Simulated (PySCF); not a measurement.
Electron attachment to GeCl2

Molecule: GeCl2, `[Cl][Ge][Cl]` (Cl2Ge). Optimised structure (Å), atoms numbered from 1:
```
Ge    0.0078   -0.0058   -0.9621
Cl    1.6821   -0.0008    0.4701
Cl   -1.6678    0.0014    0.4686
```

Energies: PBE0-D3(BJ)/ma-def2-SVP (PySCF, density fitting, integration grid level 2) on PBE0-D3(BJ)/ma-def2-SVP structures. The prefix ma- adds one diffuse s and one diffuse p function on all atoms but H. Thermal corrections: GFN2-xTB frequencies, unscaled, ideal gas at 298.15 K and 1 bar, quasi-RRHO entropy. These were taken at the GFN2-xTB minima.

Frontier levels of the parent: HOMO -8.36 eV, LUMO -3.34 eV.

Reduction to the radical anion:
| Item | Value |
| --- | --- |
| Vertical electron affinity (electronic) | 1.43 eV |
| Adiabatic electron affinity (with zero-point energy) | 1.67 eV |
| Adiabatic, electronic part | 1.65 eV |
| Vertical gap at the product's structure | 1.91 eV |
| Inner reorganisation energy (four-point) | 481 meV |
| Relaxation of product / of parent | 228 / 253 meV |
| ⟨S²⟩ of the product | 0.754 |
| Largest spin populations | Ge1 0.94 |
| Largest changes of atomic charge | Ge1 -0.61, Cl2 -0.19, Cl3 -0.19 |
| Distances that move most (Å) | Ge1–Cl2 2.203 → 2.349; Ge1–Cl3 2.203 → 2.349 |
| Potential in acetonitrile | 3.75 V absolute, -0.73 V against Fc+/Fc computed at 4.48 V (solvation -15 → -212 kJ/mol) |

Solvents are IEF-PCM continua (electrostatics only, gas-phase structures); absolute potentials refer to an electron at rest in vacuum. Fc+/Fc in acetonitrile, 4.48 V, is PBE0-D3(BJ)/ma-def2-SVP on PBE0-D3(BJ)/def2-SVP structures with GFN2-xTB thermal terms. Benchmark calculations put it near 5.0 V in acetonitrile and DMSO, so it is about 0.5 V low, and the value against it can read up to that much too high.

Known limits: ma-def2-SVP is a small basis, whose errors can reach tens of kJ/mol; spin-orbit coupling is left out of the energies, which matters for open shells on the heavier atoms; atoms from Ga to Kr are treated without relativity.

Hardware: 1 thread of Arm Neoverse N1, shared with other jobs. Command: `OMP_NUM_THREADS=1 python redox_run.py task.json out`. Structures, frequencies and single points: 53 s.
